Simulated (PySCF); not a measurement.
## GaH⁺: frontier orbitals

TPSSh at R = 1.696 Å; PySCF, scalar-relativistic core potentials, basis sets Ga cc-pVDZ-PP with ECP10, H cc-pVDZ. State: ²Σ⁺ (doublet), unpaired electrons σ ↑. Only the outer orbitals are listed, counted within each symmetry, core potentials removing the inner ones.

```
spin  orbital  occ.  ε (eV)  on Ga (%)           main shells (%)
   α       1δ     1  -29.34        100                  100 Ga d
   α       1δ     1  -29.34        100                  100 Ga d
   α       3σ     1  -29.26         99                   99 Ga d
   α       2π     1  -29.22        100                  100 Ga d
   α       2π     1  -29.22        100                  100 Ga d
   α       4σ     1  -18.77         65           60 Ga s, 35 H s
   α       5σ     1  -14.21         68  35 Ga s, 32 H s, 31 Ga p
   α       3π     0   -8.80        100                  100 Ga p
   α       3π     0   -8.80        100                  100 Ga p
   α       6σ     0   -5.22         83  68 Ga p, 16 H s, 10 Ga d
   β       1δ     1  -29.28        100                  100 Ga d
   β       1δ     1  -29.28        100                  100 Ga d
   β       2π     1  -29.13        100                  100 Ga d
   β       2π     1  -29.13        100                  100 Ga d
   β       3σ     1  -29.12        100                  100 Ga d
   β       4σ     1  -17.43         83           77 Ga s, 17 H s
   β       5σ     0  -11.10         67  43 Ga p, 33 H s, 22 Ga s
   β       3π     0   -8.34        100                  100 Ga p
   β       3π     0   -8.34        100                  100 Ga p
```

Q: Which are the highest filled and the lowest empty level, where do they sit, and how wide is the gap?

A: Highest filled α 5σ at -14.21 eV (in %: 35 Ga s, 32 H s, 31 Ga p); lowest empty β 5σ at -11.10 eV (in %: 43 Ga p, 33 H s, 22 Ga s); the gap at TPSSh is 3.11 eV.

| Item | Value |
| --- | --- |
| bond order (Mayer) | 0.70 |
| ⟨S²⟩ | 0.764 |
| charge on Ga (Mulliken, basis-dependent) | 0.86 |
| charge on Ga (Löwdin, basis-dependent) | 0.91 |
| dipole moment (positive dipole points towards H; it is taken about the centre of mass and depends on that origin) | 0.43 D |

Spin–orbit coupling is left out. The state is the lowest determinant that a PBE0 search found; another state may lie lower at other levels.
